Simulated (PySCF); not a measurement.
Computed shifts of a molecule C2H5FO2Si, B3LYP/pcSseg-1 in PySCF, GIAO, gas phase, atoms alike by connectivity averaged where their shifts nearly agree, in ppm (number of nuclei): ¹³C: 190.1 (1), -0.7 (1). ²⁹Si: -9.7 (1). ¹⁹F: -202.2 (1). ¹H: 6.73 (1), 5.20 (1), 0.84 (3). References: ¹³C against TMS (σ = 181.3 ppm); ²⁹Si against TMS (σ = 338.7 ppm); ¹⁹F against CFCl3 (σ = 161.7 ppm); ¹⁷O against H2O (σ = 333.8 ppm); ¹H against TMS (σ = 31.68 ppm), references at their B3LYP-D3(BJ)/def2-TZVP geometries, non-relativistic. The structure is a stationary point at B3LYP-D3(BJ)/def2-SVP. The values are those of a single conformer.

Pick the molecule that these values belong to.
(A) F[SiH2]C1OCO1
(B) FC1([SiH3])OCO1
(C) O=CC[Si@H](O)F
(D) C[Si@H](F)C(=O)O

D, C[Si@H](F)C(=O)O
